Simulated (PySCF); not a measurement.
Two-component Hartree-Fock for Si⁺ (silicon, charge +1)

Start: [Ne] 3s1 3p2; 3s1/2 filled at m_j = +1/2; 3p3/2 filled at m_j = +1/2, +3/2. Calculated with PySCF 2.14 in x2c-TZVPall-2c (5s6p2d1f, 40 functions): generalised Hartree-Fock with the X2C-1e Hamiltonian and a Gaussian nucleus; one run each with spin-orbit coupling (SO) switched off, then screened by Boettger's factors. This is a chosen level, not necessarily the ground level.

```tsv
spinor shell	electrons	ε, spin-free (eV)	ε, screened SO (eV)	weight of nominal j (screened SO)	rms radius, screened SO (bohr)
1s1/2	2	-1887.5	-1887.5	1.000	0.129
2s1/2	2	-178.63	-178.63	1.000	0.613
2p1/2	2	-126.39	-127.02	0.762	0.598
2p3/2	4	-126.39	-126.08	0.881	0.598
3s1/2	1	-27.195	-27.197	0.999	2.20
3p3/2	2	-17.541	-17.536	0.831	2.58
```

```tsv
quantity	spin-free	screened SO
E (hartree)	-289.02710	-289.02684
M_J	5/2	5/2
⟨J²⟩	8.755	8.755
⟨L²⟩	2.005	2.005
⟨S²⟩	3.750	3.750
```

Each row is a mean over spinors that exchange with the open shell spreads, by up to 1.440 eV (2p3/2).

Rows whose weight is well below 1 are mixtures of j = l ± 1/2: exchange outweighs spin-orbit coupling there, and the label is only the starting occupation.

Without spin-orbit coupling the j labels of p, d and f shells carry no meaning; the spin-free column gives the mean over the occupied spinors of each nl shell.
